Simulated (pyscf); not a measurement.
Optimised with ωB97X-D3(BJ)/def2-SVP in PySCF.

Question: For Cl–BiH₂ + Cl–GeH: [singlet] -> BiH₃ + Cl–Ge:–Cl [singlet], a four-centre exchange (singlet surface; Bi–Cl, Ge–H broken, Bi–H, Cl–Ge formed), PBE/def2-TZVP gives ΔE‡ = -9.1 kcal/mol and ΔE = -17.6 kcal/mol (zero: the separated reactants). In which direction and how far do r²SCAN/def2-TZVP, PBE0-D3(BJ)/def2-TZVP, ωB97M-D3(BJ)/def2-TZVP move these?

Answer: r²SCAN: ΔE‡ = -9.7 kcal/mol, ΔE = -17.5 kcal/mol; PBE0-D3(BJ): ΔE‡ = -10.0 kcal/mol, ΔE = -17.2 kcal/mol; ωB97M-D3(BJ): ΔE‡ = -4.6 kcal/mol, ΔE = -16.9 kcal/mol. PBE's barrier lies among them. Its reaction energy matches one of them and lies within 0.8 kcal/mol of the others. On the reactant side the descent ends in an adduct with a Cl–Ge contact, 19.2 kcal/mol under the separated species and 8.5 kcal/mol under the saddle at ωB97X-D3(BJ)/def2-TZVP. On the product side the descent ends in a bound adduct, 11.0 kcal/mol under the separated species and 15.3 kcal/mol under the saddle at ωB97X-D3(BJ)/def2-TZVP. At PBE, r²SCAN, PBE0-D3(BJ), ωB97M-D3(BJ) the saddle lies under the separated reactants, which points to a path from their complex (located at ωB97X-D3(BJ) alone). What is counted as formed (Cl–Ge) is already present as a longer contact in the reactant adduct; forming that adduct is a step of its own. At ωB97X-D3(BJ)/def2-TZVP the barrier from the zero used here is -10.8 kcal/mol. One saddle was located; it need not be the lowest between these sides. Elements up to Kr have no core potential and no relativistic terms here. Elements past Kr carry the def2 core potentials, without spin-orbit coupling.
